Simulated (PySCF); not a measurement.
Al(F)2(GeH3) (AlF2GeH3), SMILES [Al]([F])([F])[GeH3].

Coordinates come from a PBE0-D3(BJ)/def2-SVP optimisation.

The numbers are results of PySCF 2.14.0 with TDDFT-B3LYP/def2-SVPD, not measurements.

Vertical excitations. Gas-phase values at a fixed geometry.

```json
[
 {"state": "S1", "energy (eV)": "6.18", "λ (nm)": "201", "f": "0.080", "main pairs": "HOMO→LUMO 97 %"},
 {"state": "S2", "energy (eV)": "6.57", "λ (nm)": "189", "f": "0.325", "main pairs": "HOMO→LUMO+1 95 %"},
 {"state": "S3", "energy (eV)": "7.16", "λ (nm)": "173", "f": "0.004", "main pairs": "HOMO−1→LUMO 91 %"},
 {"state": "S4", "energy (eV)": "7.39", "λ (nm)": "168", "f": "0.081", "main pairs": "HOMO−2→LUMO 42 %, HOMO→LUMO+2 36 %, HOMO−2→LUMO+1 6 %"},
 {"state": "S5", "energy (eV)": "7.52", "λ (nm)": "165", "f": "0.042", "main pairs": "HOMO→LUMO+2 52 %, HOMO−2→LUMO 23 %, HOMO−1→LUMO+1 13 %"},
 {"state": "S6", "energy (eV)": "7.62", "λ (nm)": "163", "f": "0.064", "main pairs": "HOMO−1→LUMO+1 76 %"},
 {"state": "S7", "energy (eV)": "7.63", "λ (nm)": "163", "f": "0.082", "main pairs": "HOMO−2→LUMO+1 77 %, HOMO−2→LUMO 16 %"},
 {"state": "S8", "energy (eV)": "8.10", "λ (nm)": "153", "f": "0.081", "main pairs": "HOMO→LUMO+3 91 %"},
 {"state": "S9", "energy (eV)": "8.30", "λ (nm)": "149", "f": "0.000", "main pairs": "HOMO−3→LUMO 98 %"},
 {"state": "S10", "energy (eV)": "8.43", "λ (nm)": "147", "f": "0.009", "main pairs": "HOMO→LUMO+5 95 %"},
 {"state": "T1", "energy (eV)": "5.05", "λ (nm)": "245", "f": "0", "main pairs": "HOMO→LUMO 98 %"},
 {"state": "T2", "energy (eV)": "5.67", "λ (nm)": "219", "f": "0", "main pairs": "HOMO→LUMO+1 96 %"},
 {"state": "T3", "energy (eV)": "6.47", "λ (nm)": "192", "f": "0", "main pairs": "HOMO→LUMO+2 91 %"},
 {"state": "T4", "energy (eV)": "6.76", "λ (nm)": "184", "f": "0", "main pairs": "HOMO−2→LUMO 90 %"}
]
```
Triplets are in the Tamm–Dancoff approximation, which puts them higher than full response would, so one can lie above its singlet here.
